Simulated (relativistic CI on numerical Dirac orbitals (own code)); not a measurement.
V2+ in a cubic cluster: L2,3 absorption with charge transfer

Computed with a charge-transfer multiplet model of a cubic metal-ligand cluster with up to one ligand hole, Slater and spin-orbit integrals from Dirac-Coulomb-Breit ions, Slater integrals scaled by 0.8. The ground state mixes d3 with configurations of k ligand holes L, whose averages lie at kΔ + k(k − 1)U_dd/2; a core hole lowers each added d electron by U_cd. 300 K, Lorentzian 0.4 eV and Gaussian 0.3 eV FWHM.

Atomic integrals in eV (Slater integrals scaled, ζ unscaled), ground: F2dd 7.134, F4dd 4.434, zeta_d 0.019; with the core hole: F2dd 7.850, F4dd 4.885, zeta_d 0.030, zeta_core 4.613, F2cd 4.315, G1cd 3.109, G3cd 1.763.

Cluster parameters (eV): Δ = 7.3, U_cd = 5.6, 10Dq = 0.85, 10Dq(ligand) = 1.1, V(eg) = 2.35, V(t2g) = -1.07, final-state hopping factor = 0.8.

```csv
Case,n_d,d3,d4L,S
U_dd = 2.9 eV,3.21,0.79,0.21,1.50
U_dd = 4.3 eV,3.21,0.79,0.21,1.50
U_dd = 5.7 eV,3.21,0.79,0.21,1.50
```

Weights, n_d and S are thermal averages at 300 K. Photon energies count from the first peak over 30 % of the highest in each spectrum, which can be another peak from case to case. The parameters are a model scan and need not match a compound or its usual spin state. Peaks in eV (height, largest 100):
- U_dd = 2.9 eV: 0.0 (57), 1.0 (100), 1.7 (84), 4.1 (15), 7.1 (58), 8.8 (55)
- U_dd = 4.3 eV: 0.0 (56), 1.0 (100), 1.8 (87), 4.1 (15), 7.1 (65), 8.7 (56)
- U_dd = 5.7 eV: 0.0 (55), 0.9 (100), 1.7 (89), 4.0 (15), 6.0 (28), 7.0 (68), 8.1 (43), 8.7 (60)

Curve for U_dd = 2.9 eV (points under 2 left out, the grid thinned):

```csv
E (eV),Intensity
-2.3,2.2
-2.0,2.7
-1.6,3.6
-1.3,5.7
-1.0,9.1
-0.6,17.7
-0.3,34.6
0.1,54.2
0.4,52.3
0.7,85.4
1.1,96.7
1.4,80.5
1.7,84.1
2.1,60.7
2.4,36.4
2.7,26.5
3.1,23.7
3.4,18.7
3.8,14.8
4.1,15.5
4.4,13.0
4.8,9.0
5.1,8.5
5.4,10.5
5.8,20.4
6.1,28.2
6.4,32.8
6.8,50.7
7.1,58.4
7.5,44.9
7.8,39.1
8.1,40.8
8.5,46.1
8.8,54.7
9.1,43.8
9.5,23.9
9.8,14.3
10.1,9.3
10.5,6.3
10.8,5.2
11.2,4.2
11.5,3.6
11.8,2.9
12.2,2.7
12.5,2.1
```

For the case U_dd = 4.3 eV, Δ = 7.3 eV is larger than U_dd = 4.3 eV, the Mott-Hubbard side of the Zaanen-Sawatzky-Allen scheme. With the core hole the configuration with one ligand hole lies at Δ + U_dd − U_cd = 4.6, 6.0, 7.4 eV from the one without, in the order of the table; where this is negative the screened configuration lies lower, though the effective hopping of about 4.0 eV (from the holes of the mixed ground state) mixes the two strongly wherever it is as large as the gap.

With at most 1 ligand hole the space is cut while the next configuration still counts, so covalency is underestimated, and a final configuration with one more ligand hole, which can lie low, is missing from the spectra.
